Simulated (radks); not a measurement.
Values are calculated unless marked as measured or tabulated.
Excited configurations of neutral beryllium: one electron is placed in a higher orbital outside [He] 2s1. The ground configuration is [He] 2s2. Level of theory: Dirac Kohn-Sham, PBE, spin-unpolarised, spherical densities, point nucleus; open shells are shared between the two j in proportion to 2j + 1 (a radial shooting solver on a logarithmic mesh with Libxc functionals). Excitation = E - E(ground); binding = E(ion) - E, where the ion is the core of charge +1; n* = 1/sqrt(2 binding) in atomic units, and the quantum defect is n - n*. Eigenvalue and <r> are those of j = l + 1/2.

outer orbital  excitation (eV)  binding (eV)     n*  quantum defect  eigenvalue (eV)  <r> (bohr)
3s                       6.726         2.825  2.195           0.805           -1.630       7.514
3p                       7.365         2.186  2.495           0.505           -1.179       8.828
3d                       7.922         1.629  2.890           0.110           -0.709       9.784
4d                       8.513         1.037  3.622           0.378           -0.570       18.34
4f                       8.641         0.909  3.868           0.132           -0.436       17.44
5p                       8.776         0.774  4.192           0.808           -0.491       27.93
5d                       8.857         0.694  4.429           0.571           -0.425       29.52
5f                       8.924         0.626  4.661           0.339           -0.366       29.57
6d                       9.059         0.491  5.262           0.738           -0.318       43.54

Estimate the row for 6s.

Answer. excitation (eV) 8.955; binding (eV) 0.596; n* 4.779; quantum defect 1.221; eigenvalue (eV) -0.396; <r> (bohr) 37.82. The Delta-SCF ionisation energy is 9.551 eV (NIST Atomic Spectra Database: 9.323 eV, measured). Self-interaction in the functional shifts the binding energies and quantum defects, so they are the method's values and not measured ones. Spin polarisation and multiplet splitting are left out, so open shells lie too high by an amount that depends on their filling.

Beside tabulated values, note that spin-unpolarised runs miss the spin-polarisation part of the exchange energy of open shells.
